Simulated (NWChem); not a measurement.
Molecule: SiN₂H₆; SMILES N[SiH2]N

```xyz
9

Si     0.4395    -0.0017     0.0740
N     -0.6546     1.3314     0.0763
N     -0.4792    -1.4556    -0.0472
H      1.4094    -0.1095    -1.0672
H      1.2479     0.2133     1.3209
H     -1.2946     1.4871    -0.6939
H     -0.4045     2.1967     0.5391
H     -0.0784    -2.2824    -0.4727
H     -1.1877    -1.6890     0.6386
```
Atoms are numbered in this order, from 1.

Computed with NWChem. Geometry: optimised at PBE0/def2-SVP. Isolated, static molecule.

GIAO at PBE/pcSseg-1: principal shieldings of N2 are 198.3, 258.5, 263.4 ppm; an isolated ammonia molecule has σ = 265.0 ppm at the same levels.

Q: Find the isotropic 15N shift, its principal values, the span and the skew.

A: 
1. σ(iso) = one third of the sum = 240.1 ppm.
2. δ = σ(reference) − σ = 24.9 ppm against ammonia.
3. δ11, δ22, δ33 = 66.7, 6.5, 1.6 ppm.
4. Span Ω = δ11 − δ33 = 65.1 ppm; skew κ = 3(δ22 − δ(iso))/Ω = -0.85.
